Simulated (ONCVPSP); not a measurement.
**What one change does to a pseudopotential (mercury (Hg), ONCV)**

Hg (Z = 80), optimised norm-conserving Vanderbilt (ONCV), made with ONCVPSP 4.0.1 (PBE, scalar-relativistic). Core [Kr] 4d10 4f14, reference 5s2 5p6 5d10 6s1 (charge +1). Waves: 5s+6s: rc 1.50 bohr, ncon 4, nbas 8, qcut 8.6 1/bohr, 2 projectors; 5p: rc 1.75 bohr, ncon 4, nbas 8, qcut 6.2 1/bohr, 2 projectors, debl 3 Ha; 5d: rc 1.55 bohr, ncon 5, nbas 8, qcut 5.5 1/bohr, 3 projectors, debl 4 Ha. Local part: polynomial inside 1.05 bohr (lpopt 4, dvloc0 0 Ha). Core correction: none.

Change: all radii scaled by about 0.85 (s 1.28, p 1.50, d 1.32 bohr); local potential polynomial inside 0.90 bohr (lpopt 4, dvloc0 0 Ha).

Cutoffs: the cutoffs (Ha) at which the residual kinetic energy of the hardest occupied pseudo-wave falls to 1 and 0.1 mHa per electron; they do not see the model core or the augmentation charge, which bear on the density cutoff. Errors are all-electron minus pseudo energies relative to the spin-unpolarised reference configuration.

**Question.** What does the change do?

**Answer.** The potential gets softer (39 Ha and 78 Ha → 32 Ha and 60 Ha); the errors of the 4 common tests hardly move; neither file shows a bound ghost.

```csv
quantity,base,changed
"cutoff, loose",39 Ha,32 Ha
"cutoff, tight",78 Ha,60 Ha
loose cutoff by channel,"s 27 Ha, p 16 Ha, d 39 Ha","s 32 Ha, p 16 Ha, d 31 Ha"
bound ghosts,none,none
GHOST(+) flags under 300 eV,s at 269.9 eV,s at 214.0 eV
"error for 5s2 5p6 5d10 6s2, meV [ΔE -10.69 eV]",+3.1,+3.2
"error for 5s2 5p6 5d10 6s0, meV [ΔE 18.98 eV]",-7.5,-6.6
"error for 5s2 5p6 5d9 6s0, meV [ΔE 54.50 eV]",-15,-14
"error for 5s2 5p6 5d10 6s1 6p1, meV [ΔE -4.65 eV]",+2.2,+2.0
```
